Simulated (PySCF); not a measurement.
# How the method changes the constants of BeBr

State: ²Σ⁺ (doublet), unpaired electrons σ ↑. Set-up: Be def2-TZVP, Br def2-TZVP; no relativity (PySCF 2.14). De refers to Be + Br in their high-spin ground configurations, without counterpoise correction. The functionals are run spin-unrestricted. A positive dipole means Be(−)Br(+). Levels whose curve was spin-contaminated or gave no clean fit are not listed.

| Level | Re (Å) | ωe (cm⁻¹) | De (eV) | μ (D) | CPU s a point (SCF and correlation, without the integrals) |
| --- | --- | --- | --- | --- | --- |
| UHF | 1.986 | 704 | 3.00 | -1.13 | 0.45 |
| UHF-MP2 | 1.979 | 701 | 3.54 | n/a | 0.92 |
| UHF-SCS-MP2 | 1.984 | 696 | 3.28 | n/a | n/a |
| PBE | 1.981 | 683 | 3.64 | -0.65 | 1.4 |
| r²SCAN | 1.976 | 693 | 3.82 | -0.80 | 1.9 |
| B3LYP | 1.977 | 688 | 3.41 | -0.83 | 1.7 |
| PBE0 | 1.972 | 700 | 3.60 | -0.78 | 2.2 |
| M06 | 1.970 | 698 | 3.23 | -0.82 | 27 |
| M06-2X | 1.976 | 695 | 3.38 | -0.93 | 2.4 |
| CAM-B3LYP | 1.966 | 702 | 3.41 | -0.85 | 2.6 |

The bond length runs from 1.966 Å (CAM-B3LYP) to 1.986 Å (UHF). De spans 3.00 eV (UHF, mean field) to 3.82 eV (r²SCAN, meta-GGA).

Correlated steps freeze 9 core orbitals. Spin–orbit coupling is left out. Counting both spins, an empty level lies below a filled one in some of these solutions, because spin and occupation are held. The state was picked by a PBE0 search and need not be the measured ground state.

The whole job (state search and all levels along the bond) took about 11 min on 1 thread of Arm Neoverse N1 (shared host), peak memory 1.1 GiB.
